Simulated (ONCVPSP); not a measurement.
Wu-Cohen ONCV dataset for nitrogen (N), scalar-relativistic all-electron reference.

ONCVPSP 4.0.1 input, shortened (lines: element, Z, core and valence counts, functional; n l f; lmax; l rc ep ncon nbas qcut; lloc lpopt rc5 dvloc0; l nproj debl; icmod fcfact rcfact), Wu-Cohen, scalar-relativistic:

```
  N 7.00    0    3  -118130      upf
    1    0    2.00
    2    0    2.00
    2    1    3.00
    2
    0    0.50    0.00    4    8   22.90
    1    1.45    0.00    4    7   12.00
    2    1.40    0.13    4    8    6.60
    4    1    0.40    2.00
    0    3    3.80
    1    1    2.00
    2    2    2.30
    0    0.00    0.00
```

* Cutoffs needed: 226 Ha and 259 Ha (the cutoffs (Ha) at which the residual kinetic energy of the hardest occupied pseudo-wave falls to 1 and 0.1 mHa per electron)
* Ghost test: no bound ghost flagged; GHOST(+) flagged for d at 72.4 eV
* Largest excitation error: +280 meV (all-electron minus pseudo) for 1s2 2s2 2p0, out of 4 test configurations
